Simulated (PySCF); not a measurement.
C₆H₁₂N (doublet state).
Cartesian coordinates in Å at the GFN2-xTB level; atoms count from 1:
```xyz
19
C6H12N angstrom
C     -2.906    0.746   -1.111
C     -1.558    0.920   -0.965
C     -0.728    0.203   -0.116
C     -1.223   -0.902    0.754
C      0.728    0.524   -0.019
N      1.537   -0.674   -0.219
C      2.957   -0.410   -0.143
H     -3.450    0.006   -0.554
H     -3.471    1.354   -1.794
H     -1.090    1.695   -1.561
H     -0.380   -1.458    1.154
H     -1.869   -1.581    0.199
H     -1.808   -0.503    1.587
H      0.956    0.884    0.995
H      0.991    1.331   -0.726
H      1.310   -1.079   -1.123
H      3.499   -1.337   -0.322
H      3.192   -0.058    0.862
H      3.305    0.348   -0.862
```

The hyperfine couplings belong to this conformer and change with its torsions.

As a line formula: `C=C[C](C)CNC` [radical].

Computed, not measured: UKS B3LYP, pcH-1 on C H N, non-relativistic, mean-field spin-orbit, GIAO in PySCF 2.14.0. The structure is a single GFN2-xTB conformer in the gas phase; no vibrational or solvent corrections. The geometry wasn't refined by DFT: couplings that depend on bond lengths, twists or pyramidal angles can differ widely from those at the functional's own minimum. The SCF solution wasn't tested for stability. ⟨S²⟩ is 0.774 where a pure state has 0.75.

Mulliken spin populations: C1 +0.648, C2 -0.256, C3 +0.647, C4 -0.049, C5 -0.051, N6 +0.015, C7 +0.005, H8 -0.027, H9 -0.029, H10 +0.009, H11 +0.002, H12 +0.019, H13 +0.034, H14 +0.030, H15 +0.002, H16 +0.002, H17 0.000, H18 0.000, H19 0.000. Main spin sites, with 60 % or more of the largest population: C1, C3; positions count bonds from the nearest.

**Question.** Give the computed dipolar 1H tensors of H11, H12, H13, H14, H15, H16, H17, H18, H19.

**Answer.** 
| atom | position | distance from C1 (Å) | T1 (MHz) | T2 | T3 |
| --- | --- | --- | --- | --- | --- |
| H11 | 2 bonds from C3 | 4.05 | -3.08 | -2.73 | 5.82 |
| H12 | 2 bonds from C3 | 2.86 | -3.91 | -1.26 | 5.17 |
| H13 | 2 bonds from C3 | 3.17 | -3.33 | -2.13 | 5.45 |
| H14 | 2 bonds from C3 | 4.40 | -3.84 | -2.19 | 6.03 |
| H15 | 2 bonds from C3 | 3.96 | -3.52 | -2.59 | 6.11 |
| H16 | 3 bonds from C3 | 4.59 | -4.12 | -1.20 | 5.32 |
| H17 | 4 bonds from C3 | 6.78 | -0.89 | -0.44 | 1.33 |
| H18 | 4 bonds from C3 | 6.46 | -1.16 | -0.44 | 1.60 |
| H19 | 4 bonds from C3 | 6.23 | -0.88 | -0.68 | 1.55 |

**Question.** Estimate them with point dipoles: put each population ρk at its nucleus, leave out the nucleus itself and the atom bound to it, and sum T = Σ [ρk/(2S)]·C·(3 n nᵀ − 1)/r³ with C = μ0 gₑ μB g_N μN/(4π h) = 79.06 MHz Å³.

**Answer.** 
```json
{"atom": "H11", "T1 (MHz)": "-5.64", "T2": "-4.58", "T3": "10.22", "T3, computed": "5.82", "difference in T3 (%)": "+76"}
{"atom": "H12", "T1 (MHz)": "-5.63", "T2": "-3.43", "T3": "9.06", "T3, computed": "5.17", "difference in T3 (%)": "+75"}
{"atom": "H13", "T1 (MHz)": "-5.57", "T2": "-4.07", "T3": "9.64", "T3, computed": "5.45", "difference in T3 (%)": "+77"}
{"atom": "H14", "T1 (MHz)": "-5.46", "T2": "-4.86", "T3": "10.31", "T3, computed": "6.03", "difference in T3 (%)": "+71"}
{"atom": "H15", "T1 (MHz)": "-5.14", "T2": "-4.47", "T3": "9.61", "T3, computed": "6.11", "difference in T3 (%)": "+57"}
{"atom": "H16", "T1 (MHz)": "-2.81", "T2": "-2.46", "T3": "5.27", "T3, computed": "5.32", "difference in T3 (%)": "-1"}
{"atom": "H17", "T1 (MHz)": "-0.70", "T2": "-0.64", "T3": "1.34", "T3, computed": "1.33", "difference in T3 (%)": "+1"}
{"atom": "H18", "T1 (MHz)": "-0.93", "T2": "-0.71", "T3": "1.64", "T3, computed": "1.60", "difference in T3 (%)": "+2"}
{"atom": "H19", "T1 (MHz)": "-0.73", "T2": "-0.71", "T3": "1.44", "T3, computed": "1.55", "difference in T3 (%)": "-7"}
```

On an Intel Xeon at 2.50 GHz with one thread, no GPU, shared host with 64 logical CPUs at a one-minute load of 62, this took 2.7 min (grids of density and orbitals included) and 1.1 GiB of memory at its peak.
